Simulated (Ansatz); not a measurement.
Species: CH8Si2, SMILES `[SiH3]C[SiH3]` (charge 0, multiplicity 1).

Problem. Give a relaxed geometry from PBE0-D3(BJ)/def2-TZVP in Ansatz (an electronic-structure program).

Solution. the end point of this relaxation (outside a Z-matrix the atoms follow the SMILES, hydrogens last).
Bond lengths (Å): Si1–C2 1.872, Si1–H4 1.487, Si1–H5 1.488, Si1–H6 1.487, C2–Si3 1.872, C2–H7 1.095, C2–H8 1.095, Si3–H9 1.487, Si3–H10 1.487, Si3–H11 1.488. Bond angles (°): C2–Si1–H4 110.1, C2–Si1–H5 111.1, C2–Si1–H6 110.1, H4–Si1–H5 108.5, H4–Si1–H6 108.4, H5–Si1–H6 108.5, Si1–C2–Si3 114.3, Si1–C2–H7 108.8, Si1–C2–H8 108.8, Si3–C2–H7 108.8, Si3–C2–H8 108.8, H7–C2–H8 107.0, C2–Si3–H9 110.1, C2–Si3–H10 110.1, C2–Si3–H11 111.1, H9–Si3–H10 108.4, H9–Si3–H11 108.5, H10–Si3–H11 108.5.
